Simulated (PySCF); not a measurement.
Compound: C₇H₁₁NSe.
InChI=1S/C7H11NSe/c1-6(2)7(3)9-5-4-8/h6H,3,5H2,1-2H3

Method used: TDDFT CAM-B3LYP/def2-SVPD, vertical, gas phase, core orbitals frozen in the response (PySCF 2.14.0, density-fitted response routines). Isolated species at its PBE0-D3(BJ)/def2-SVP geometry (one conformer only). Relativistic effects, spin–orbit coupling among them, are left out although an element past zinc is present. Torsions of this conformer, `[CH2:1]=[C:2]([Se:3][CH2:4][C:5]#[N:6])[CH:7]([CH3:8])[CH3:9]`: C1–C2–Se3–C4 5°, C2–Se3–C4–C5 68°, C1–C2–C7–C8 -95°.

Computed states:

```tsv
state	E (eV)	f
S1	4.55	0.0006
S2	5.60	0.018
S3	5.78	0.147
S4	6.09	0.021
S5	6.62	0.0050
S6	6.69	0.0032
S7	7.00	0.013
S8	7.03	0.0064
S9	7.23	0.021
S10	7.29	0.043
```

Broadening: Gaussians 0.4 eV wide at half height, area fixed by f = 4.319×10⁻⁹ ∫ε dν̃. The cross-section is σ = 3.8235×10⁻²¹ ε cm², given in Mb (10⁻¹⁸ cm²). The width is an assumption, not a result. The curve ends short of the highest state used, and states not computed would add to its high-energy end.

(1) Give the broadened spectrum and its maxima.

(2) Coming from long wavelengths, where does ε first pass 100 L mol⁻¹ cm⁻¹?

(3) On this curve, what absorbance would a 10⁻⁵ mol/L sample give at 193 nm over a 1 cm path?

Results:

(1) 
λ (nm), σ (Mb) and a bar:
```
    185.2       3.03 ##
    189.6       1.98 #
    194.1       1.84 #
    198.5       4.44 ###
    202.9      10.95 ########
    207.4      23.70 ##################
    211.8      37.88 ############################
    216.3      40.51 ##############################
    220.7      28.96 #####################
    225.1      14.70 ###########
    229.6       5.50 ####
    234.0       1.67 #
    238.4       0.41 
    242.9       0.08 
    247.3       0.02 
    251.7       0.01 
    256.2       0.03 
    260.6       0.07 
    265.1       0.11 
    269.5       0.14 
    273.9       0.15 
    278.4       0.12 
    282.8       0.09 
    287.2       0.06 
    291.7       0.03 
    296.1       0.01 
    300.5       0.01 
    305.0       0.00 
    309.4       0.00 
    313.9       0.00
```

Maxima: 272 nm (4.55 eV), ε about 38, made up of S1 (100%); 215 nm (5.77 eV), ε about 11000, made up of S3 (91%) (ε in L mol⁻¹ cm⁻¹; maxima over ε = 5, shares over 10%). At its high-energy end, 6.69 eV, the curve is still rising (ε about 780, from S5, S6 and S7).

(2) At about 239 nm (5.20 eV), 0.65 eV above S1.

(3) 193 nm is 6.424 eV, where ε is about 440 L mol⁻¹ cm⁻¹, so A = ε c l ≈ 0.0044 (Beer–Lambert, with the gas-phase spectrum and the assumed width).

The vertical ionisation energy (ΔSCF) is 8.49 eV, 1.19 eV above S10.
